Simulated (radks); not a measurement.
Spherical quantum dot in the effective-mass picture: electrons in a well V = -V0 / (1 + exp((r - R)/a)) with V0 = 24.4, R = 2.14, a = 0.16, all in effective atomic units (hartree* = m*/eps^2 hartree, bohr* = eps/m* bohr), one dielectric constant everywhere. Calculated with a radial shooting solver with Libxc functionals: non-relativistic Kohn-Sham, PBEsol, spin-polarised, spherical densities. Levels are named by radial order and angular momentum (1s, 1p, 1d, 2s, ...), and open shells are averaged over m.

N = 10, configuration 1s2 1p6 1d(up 2, down 0). This is the lowest configuration that the search found. Occupied and some empty levels:

| level | occupation | eigenvalue (hartree*) | <r> (bohr*) |
|---|---|---|---|
| 1s up | 1 | -16.649 | 1.183 |
| 1s down | 1 | -16.584 | 1.176 |
| 1p up | 3 | -15.736 | 1.327 |
| 1p down | 3 | -15.658 | 1.324 |
| 1d up | 2 | -14.445 | 1.429 |
| 1d down | 0 | -14.359 | 1.428 |
| 2s up | 0 | -13.284 | 1.064 |
| 2s down | 0 | -13.244 | 1.067 |
| 1f up | 0 | -12.840 | 1.509 |
| 1f down | 0 | -12.751 | 1.509 |
| 2p up | 0 | -11.292 | 1.215 |
| 2p down | 0 | -11.242 | 1.215 |

Energy (hartree*): total -188.713, kinetic 19.546, external -236.43, Hartree 34.263, exchange-correlation -6.0895.
